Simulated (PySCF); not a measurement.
**From computed data to an observable: oscillator strength and radiative lifetime**

C3H7Si, SMILES C1[SiH]CC1 (connectivity only; charge and spin as stated), charge +1, multiplicity 1.

The structure is a stationary point at PBE-D3(BJ)/def2-SVP. The spin state was assumed, not searched. The isomer is the one that the SMILES or the coordinates give; other isomers of the formula were not compared.

TDA-M06-2X/def2-SVPD (PySCF) puts the first singlet state with f over 0.02 at 7.32 eV (vertical), with the transition dipole (0.000, 0.000, -0.443) in atomic units.

**Question.** Find the oscillator strength, the wavelength and the radiative lifetime that this transition would have in vacuum if emission retraced absorption.

**Answer.** 
|μ|² = 0.1962 au, so |μ| = 1.13 D. ΔE = 7.32/27.211 = 0.2690 hartree. f = (2/3) ΔE |μ|² = 0.035 (the program prints 0.035).
λ = 1239.84/7.32 = 169 nm; ν = 59040 cm⁻¹.
Einstein's coefficient A = 0.6670 ν² f s⁻¹ (ν in cm⁻¹) = 8.2e7 s⁻¹, so τ = 1/A = 12 ns. This state is S5; the lower singlets have f = 0.002, 0.000, 0.007, 0.000. The figure is the radiative limit of this one transition; relaxation, internal conversion, crossing to triplets and a medium change what is measured.
